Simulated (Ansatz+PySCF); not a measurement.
The numbers below are computed, except where a source is named.
Several solutions for singlet H8

```tsv
atom	x (Å)	y (Å)	z (Å)
H	0.0000	0.0000	0.0000
H	0.0000	0.0000	1.0000
H	0.0000	0.0000	2.0000
H	0.0000	0.0000	3.0000
H	0.0000	0.0000	4.0000
H	0.0000	0.0000	5.0000
H	0.0000	0.0000	6.0000
H	0.0000	0.0000	7.0000
```

Basis set: 6-31G* (spherical functions). Charge 0, multiplicity 1.

CASSCF(2,2) was run from several starts with Ansatz (development build ahead of 0.2.0) and PySCF 2.14.0. The starts are those of the Hartree–Fock orbitals from which the active space was taken at the frontier.

```
run  program                        start  converged  energy (hartree)  <S²>
  A    PySCF             program defaults        yes          -4.31239  0.00
  B   Ansatz  search for the lowest state        yes          -4.31929  0.00
  C   Ansatz      stability test followed        yes          -4.31635  0.00
  D   Ansatz      atomic start, no search        yes          -4.31239  0.00
```

(1) Which runs reached the lowest solution of this kind, and what is wrong with the others?

Results:

(1) B reached the lowest solution found. Converged but too high: A by 0.19 eV, C by 0.08 eV, D by 0.19 eV. Convergence only shows a stationary point; in CASSCF the end hangs on which orbitals enter the active space. Caution: other starts end on other solutions of this active space.
